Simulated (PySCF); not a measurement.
C₂H₈GeO. Atoms are numbered in the order given.

```xyz
12

Ge     0.2754     0.0387     0.0000
C     -0.3349    -0.8855     1.6054
C     -0.3349    -0.8855    -1.6054
O     -0.3232     1.7269     0.0000
H      1.8039     0.2168     0.0000
H     -1.4313    -0.9819     1.6081
H     -0.0302    -0.3337     2.5063
H      0.0976    -1.8967     1.6519
H     -0.0302    -0.3337    -2.5063
H     -1.4313    -0.9819    -1.6081
H      0.0976    -1.8967    -1.6519
H     -1.2841     1.7808     0.0000
```

Geometry optimised at PBE0-D3(BJ)/def2-SVP. This is a generated structure with no PubChem entry under its InChIKey; it may be hypothetical. Other conformers were not sampled.

Level of theory: B3LYP/def2-TZVP (PySCF).

Symmetry labels are those of the subgroup Cs that the program uses (full group Cs).

Q: List the valence orbital energies around the gap with their symmetry. (The exact figures need the calculation; the answer reports its results.)

A: 
```tsv
orbital	symmetry	energy (eV)
HOMO−7	A'	-11.48
HOMO−6	A'	-11.20
HOMO−5	A"	-11.03
HOMO−4	A"	-10.98
HOMO−3	A'	-9.37
HOMO−2	A"	-9.14
HOMO−1	A'	-8.38
HOMO	A"	-7.64
LUMO	A'	0.34
LUMO+1	A'	0.98
LUMO+2	A"	1.31
LUMO+3	A'	1.81
```
